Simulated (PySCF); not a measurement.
**Ionisation energy of W by level of theory**

W [Xe] 4f14 5d4 6s2 (5D) → W⁺ [Xe] 4f14 5d4 6s1 (6D), as a difference of total energies. Calculation: PySCF 2.14, in x2c-TZVPPall (11s7p7d3f1g, 97 functions); the spin-free X2C one-electron Hamiltonian (Gaussian nucleus). Correlated levels: valence: [Xe] 4f14 frozen. The calculations carry no spin-orbit coupling.

| method | ionisation energy (eV) |
| --- | --- |
| UHF | 5.919 |
| MP2 (valence) | 6.763 |
| SCS-MP2 (valence) | 6.950 |
| CCSD (valence) | 6.919 |
| CCSD(T) (valence) | 7.040 |

Q: How much does correlation contribute at CCSD(T) (valence)?

A: 7.040 − (5.919) = 1.121 eV, measured against UHF.

A first-order spin-orbit estimate (lowest level to lowest level, LS coupling) adds 0.021 eV.

Errors of the correlated levels include the incompleteness of this basis and the frozen core.

For comparison: 7.864 eV (measured; NIST Atomic Spectra Database, ionization energies).
